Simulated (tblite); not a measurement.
Compound: C4H10OSi.
Structure used (GFN2-xTB), in Å, numbered top down from 1:
```xyz
16
C4H10OSi angstrom
C      2.438    0.022    0.265
O      1.268   -0.670    0.581
C      0.207   -0.383   -0.313
C     -1.080   -1.124    0.090
C     -2.097    0.031   -0.005
Si    -0.694    1.321   -0.146
H      2.816   -0.263   -0.726
H      3.177   -0.237    1.022
H      2.269    1.109    0.270
H      0.522   -0.636   -1.337
H     -1.314   -1.977   -0.545
H     -0.970   -1.477    1.114
H     -2.767    0.094    0.849
H     -2.716   -0.049   -0.897
H     -0.388    2.049    1.083
H     -0.677    2.199   -1.317
```

Method: GFN2-xTB as coded in tblite; computed harmonic values from a numerical Hessian at the method's own geometry, unscaled. The method is semi-empirical: single wavenumbers can be off by several per cent or more. Modes of hydrogen on silicon can be 10 to 20 % off. One conformer, not necessarily the lowest.

Harmonic wavenumbers (cm⁻¹): 73.6, 109.4, 180.9, 238.7, 298.7, 402.1, 449.2, 490.2, 544.3, 615.1, 666.3, 710.7, 751.6, 774.5, 881.6, 966.1, 1017.8, 1052.8, 1076.6, 1123.8, 1139.6, 1164.0, 1180.3, 1207.4, 1216.6, 1270.2, 1311.3, 1408.5, 1467.9, 1467.9, 1486.9, 1495.5, 2255.9, 2281.7, 2820.4, 2861.4, 2894.9, 2986.5, 3000.5, 3012.1, 3020.9, 3023.4.

A = 5066, B = 2106, C = 1618 MHz; mass 102.050 u (most abundant isotopes); point group C1, symmetry number 1.

**Question.** Zero-point energy?

**Answer.** ½Σν̃ = 28199 cm⁻¹ = 337.34 kJ/mol.

**Question.** Entropy at 298.15 K, 1 bar (ideal gas, RRHO, classical rotation)?

**Answer.** Translation 166.54, rotation 114.32, vibration 76.67: S = 357.5 J/(mol K).

**Question.** And Cp and H(298.15 K) − H(0)?

**Answer.** Cp = 127.94 J/(mol K), of which vibrations give 94.68 (their classical limit is 42 R = 349.2); H(298.15 K) − H(0) = 22.88 kJ/mol without the zero-point energy, 12.97 from vibrations.

**Question.** Blend soft modes into free rotors: weight 1/[1 + (100 cm⁻¹/ν̃)⁴] for the oscillator and the rest for a rotor with moment μB/(μ + B), μ = h/(8π²ν), B = 10⁻⁴⁴ kg m². What vibrational entropy results?

**Answer.** 72.94 J/(mol K) in place of 76.67, which changes −T·S at 298.15 K by +1.11 kJ/mol.

**Question.** Which modes carry the vibrational entropy at 298.15 K?

**Answer.** 73.6 cm⁻¹: 16.96; 109.4 cm⁻¹: 13.72; 180.9 cm⁻¹: 9.70; 238.7 cm⁻¹: 7.58; 298.7 cm⁻¹: 5.96; 402.1 cm⁻¹: 4.00 J/(mol K); the other 36 give 18.74 together.

**Question.** How do the functions run with temperature in this model?

**Answer.** 
```
T (K)  S (J/(mol K))  Cp (J/(mol K))  H − H(0) (kJ/mol)  G − H(0) (kJ/mol)  ln q(vib)
  150          290.0            75.8               7.88             -35.62       1.53
  250          336.6           110.3              17.15             -67.00       3.16
  400          400.2           163.7              37.77            -122.32       5.82
  600          477.8           219.2              76.39            -210.26       9.57
  900          577.8           273.2             150.92            -369.06      15.12
```

q(vib) and H(0) count from the zero-point level.

Hindered rotation and anharmonicity are outside this model. Other conformers, if any are populated, would add a mixing term that is left out. The structure is chiral; the term R ln 2 for an equal mix with its mirror image is left out.
